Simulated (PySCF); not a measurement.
sulfuric acid (H2O4S), singlet, at a GFN2-xTB geometry. Base run: BLYP/3-21G run with PySCF.

Input for PySCF:
```python
from pyscf import gto, scf, dft

mol = gto.Mole()
mol.atom = '''
    O    -0.552709    1.352788    0.310942
    S    -0.080419   -0.125691   -0.010742
    O    -0.626769   -0.488526   -1.265587
    O    -0.274419   -0.919997    1.145212
    O     1.479218    0.095311   -0.187184
    H    -0.791150    1.751239   -0.524392
    H     1.875282   -0.056781    0.669204
'''
mol.basis = '3-21g'
mol.charge = 0
mol.spin = 0
mol.verbose = 4
mol.build()

mf = dft.RKS(mol)
mf.xc = 'blyp'
mf.kernel()
mf.analyze()
```

Each row names what was changed in the base input (with any setting that the change needs).

| change | E (Eh) | HOMO (eV) | HOMO-LUMO gap (eV) | dipole (D) | core-seconds (rough) |
|---|---|---|---|---|---|
| base | -696.29084 | -7.06 | 6.86 | 2.72 | 3 |
| functional = wb97x | … | … | … | … | 3 |
| functional = pbe; dispersion = d3bj | -695.88037 | -7.29 | 7.02 | 2.74 | 3 |
| functional = blyp; dispersion = d3zero | -696.29468 | -7.06 | 6.86 | 2.72 | 3 |
| functional = tpssh | … | … | … | … | 4 |
| functional = o3lyp | -696.23526 | -8.21 | 8.35 | 2.78 | 2 |
| functional = wb97x_v | -696.16518 | -11.58 | 14.72 | 2.92 | 200 |
| functional = hse06 | -695.94830 | -8.74 | 9.13 | 2.88 | 5 |
| functional = mn15 | -695.38803 | -9.88 | 11.56 | 2.92 | 5 |
| functional = camb3lyp | … | … | … | … | 3 |
| functional = x3lyp | -696.20493 | -8.81 | 9.36 | 2.85 | 3 |
| functional = m062x | … | … | … | … | 4 |
| functional = m06 | -696.26959 | -9.09 | 9.87 | 2.89 | 3 |

What belongs in the gaps?


- functional = wb97x, E (Eh): -696.26319
- functional = wb97x, HOMO (eV): -11.56
- functional = wb97x, HOMO-LUMO gap (eV): 14.77
- functional = wb97x, dipole (D): 2.94
- functional = tpssh, E (Eh): -696.36112
- functional = tpssh, HOMO (eV): -8.20
- functional = tpssh, HOMO-LUMO gap (eV): 8.49
- functional = tpssh, dipole (D): 2.81
- functional = camb3lyp, E (Eh): -696.24747
- functional = camb3lyp, HOMO (eV): -10.48
- functional = camb3lyp, HOMO-LUMO gap (eV): 12.38
- functional = camb3lyp, dipole (D): 2.90
- functional = m062x, E (Eh): -696.19792
- functional = m062x, HOMO (eV): -10.93
- functional = m062x, HOMO-LUMO gap (eV): 12.72
- functional = m062x, dipole (D): 2.97

Absolute energies of different levels of theory aren't comparable as measures of quality.
